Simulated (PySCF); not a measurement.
SMILES Cl/C=C/C=C/Br, C4H4BrCl

Geometry (Å), atoms numbered from 1 in this order:
```xyz
10

Cl   -2.6580   -2.7042    0.4269
C    -1.8896   -1.2130    0.0602
C    -0.5795   -0.9932    0.2474
C     0.0464    0.2726   -0.0699
C     1.3555    0.4980    0.1141
Br    2.1855    2.1235   -0.2892
H    -2.5666   -0.4545   -0.3418
H     0.0442   -1.7957    0.6540
H    -0.5849    1.0698   -0.4761
H     2.0387   -0.2546    0.5152
```

Theory: TDDFT CAM-B3LYP/def2-TZVPD excited states, vertical, gas phase in PySCF. Geometry: PBE0-D3(BJ)/def2-SVP.

The calculation is non-relativistic, which matters for the atoms heavier than Zn.

Task: Give the one- and two-photon strengths of the lowest singlets.

Result: δ for parallel linear polarisation; σ at the peak of a Lorentzian of half width 0.1 eV, single beam; Ω is circular over linear.
```csv
state,E (eV),f,photon λ (nm),δ (au),σ (GM),Ω,main
S1,5.13,0.926,483,13.8,0.13,0.95,HOMO→LUMO 0.97
S2,5.56,0.001,446,6.25,0.07,1.50,"HOMO→LUMO+1 0.59, HOMO→LUMO+5 0.14"
S3,6.13,0.002,404,4.99,0.07,1.50,"HOMO→LUMO+3 0.41, HOMO→LUMO+5 0.25"
S4,6.22,0.001,398,2.28,0.03,1.50,HOMO→LUMO+2 0.84
S5,6.30,0.000,393,0.18,0.00,1.50,HOMO−1→LUMO 0.93
S6,6.46,0.000,384,85.8,1.31,1.50,"HOMO→LUMO+3 0.43, HOMO→LUMO+4 0.17"
```

Among these, the strongest one-photon state is S1, the strongest two-photon state S6, with a dipole change of 4.3 D (relaxed, norm of the difference vector).
